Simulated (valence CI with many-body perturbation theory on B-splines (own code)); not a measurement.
# Bi⁷⁰⁺: calculated level list

Level of theory: relativistic CI+MBPT: three valence electrons over a frozen Dirac-Fock core [Ne], a basis of 9 s, 9 p, 8 d, 6 f, 3 g, 1 h functions for each j, with the one-electron correlation potential Σ1, the two-electron term Σ2, the three-electron term Σ3, Breit, model QED; selected CI, second order for the rest, scaled by the run's own slope (own B-spline code, finite nucleus).

No measured spectrum was set against this ion. As an estimate, large intervals hold to a few tenths of a per cent, small ones and those within an open d or f shell to about a per cent.

Levels 1 to 33 of 33, with energies above the lowest level, (3s^2 3p1/2) J=1/2. "Leading %" is the weight of the configuration and term that name the level; weights of strongly mixed levels are sums over their largest components and can fall short, so below about 35 % the name and the second component can differ from the true leading terms, or belong to a minority configuration. In the jj column 3d3/2^4 stands for four electrons in 3d with j = 3/2. Lifetimes count E1, E2, E3, M1 and M2 decay at the calculated energies, and are blank where another channel may lead or the interval is too uncertain; long ones can be off by a factor of two.

| No. | Configuration | Term | J | E (× 10³ cm⁻¹) | Leading % | Leading jj | Lifetime |
| --- | --- | --- | --- | --- | --- | --- | --- |
| 1 | 3s2 3p | 2P° | 1/2 | 0.00 | 100 | 3s^2 3p1/2 (100 %) |  |
| 2 | 3s 3p2 | 4P | 1/2 | 1637.0 | 50 | 3s 3p1/2^2 (100 %) | 18.5 ps |
| 3 | 3s2 3p | 2P° | 3/2 | 5102.2 | 99 | 3s^2 3p3/2 (99 %) | 363 ps |
| 4 | 3s 3p2 | 4P | 3/2 | 6446.6 | 88 | 3s 3p1/2 3p3/2 (99 %) | 23.6 ps |
| 5 | 3s 3p2 | 2D | 5/2 | 6620.2 | 63 | 3s 3p1/2 3p3/2 (99 %) | 49.5 ps |
| 6 | 3s 3p2 | 2D | 3/2 | 6801.1 | 44 | 3s 3p1/2 3p3/2 (77 %) | 549 fs |
| 7 | 3s 3p2 | 2P | 1/2 | 6906.0 | 68 | 3s 3p1/2 3p3/2 (99 %) | 130 fs |
| 8 | 3s2 3d | 2D | 3/2 | 7301.6 | 76 | 3s^2 3d3/2 (76 %) | 96.9 fs |
| 9 | 3s2 3d | 2D | 5/2 | 8329.8 | 98 | 3s^2 3d5/2 (98 %) | 1.99 ps |
| 10 | 3s 3p 3d | 4F° | 3/2 | 8372.2 | 42 | 3s 3p1/2 3d3/2 (68 %) | 2.70 ps |
| 11 | 3s 3p 3d | 4F° | 3/2 | 8497.7 | 34 | 3p1/2^2 3p3/2 (50 %) | 852 fs |
| 12 | 3s 3p 3d | 4F° | 5/2 | 8583.9 | 40 | 3s 3p1/2 3d3/2 (99 %) | 26.6 ps |
| 13 | 3s 3p 3d | 4D° | 1/2 | 8837.6 | 55 | 3s 3p1/2 3d3/2 (100 %) | 164 fs |
| 14 | 3s 3p 3d | 4D° | 3/2 | 8921.1 | 28 | 3s 3p1/2 3d3/2 (83 %) | 102 fs |
| 15 | 3s 3p 3d | 4P° | 5/2 | 9708.9 | 38 | 3s 3p1/2 3d5/2 (100 %) | 2.08 ps |
| 16 | 3s 3p 3d | 4F° | 7/2 | 9850.5 | 39 | 3s 3p1/2 3d5/2 (99 %) | 2.58 ps |
| 17 | 3s 3p 3d | 2F° | 5/2 | 9943.7 | 50 | 3s 3p1/2 3d5/2 (99 %) | 2.25 ps |
| 18 | 3s 3p 3d | 2P° | 3/2 | 9981.0 | 38 | 3s 3p1/2 3d5/2 (95 %) | 941 fs |
| 19 | 3p2 3d | 2D | 3/2 | 10397 | 42 | 3p1/2^2 3d3/2 (99 %) | 5.00 ps |
| 20 | 3s 3p2 | 4P | 5/2 | 11651 | 58 | 3s 3p3/2^2 (91 %) | 580 fs |
| 21 | 3p2 3d | 2D | 5/2 | 11673 | 32 | 3p1/2^2 3d5/2 (90 %) | 1.51 ps |
| 22 | 3s 3p2 | 2S | 1/2 | 12006 | 68 | 3s 3p3/2^2 (99 %) | 179 fs |
| 23 | 3s 3p2 | 2P | 3/2 | 12072 | 59 | 3s 3p3/2^2 (99 %) | 88.2 fs |
| 24 | 3p3 | 2D° | 5/2 | 13424 | 61 | 3p1/2 3p3/2^2 (61 %) | 318 fs |
| 25 | 3p3 | 4S° | 3/2 | 13484 | 49 | 3p1/2 3p3/2^2 (90 %) | 121 fs |
| 26 | 3p3 | 2P° | 1/2 | 13640 | 68 | 3p1/2 3p3/2^2 (68 %) | 155 fs |
| 27 | 3s 3p 3d | 4D° | 3/2 | 13689 | 43 | 3s 3p3/2 3d3/2 (95 %) | 154 fs |
| 28 | 3s 3p 3d | 4P° | 1/2 | 13710 | 65 | 3s 3p3/2 3d3/2 (85 %) | 209 fs |
| 29 | 3s 3p 3d | 4D° | 5/2 | 13749 | 32 | 3s 3p3/2 3d3/2 (73 %) | 116 fs |
| 30 | 3s 3p 3d | 2F° | 7/2 | 13755 | 42 | 3s 3p3/2 3d3/2 (97 %) | 230 fs |
| 31 | 3s 3p 3d | 2D° | 3/2 | 14031 | 59 | 3s 3p3/2 3d3/2 (92 %) | 81.1 fs |
| 32 | 3s 3p 3d | 2F° | 5/2 | 14136 | 62 | 3s 3p3/2 3d3/2 (88 %) | 70.1 fs |
| 33 | 3s 3p 3d | 2P° | 1/2 | 14198 | 59 | 3s 3p3/2 3d3/2 (83 %) | 63.6 fs |

The ionisation energy to 3s2 1S_0 of the next ion comes out as 8947.8 eV (NIST: 8950 ± 60 eV (theoretical)). All 33 levels together are meant to be complete up to 14592 × 10³ cm⁻¹.
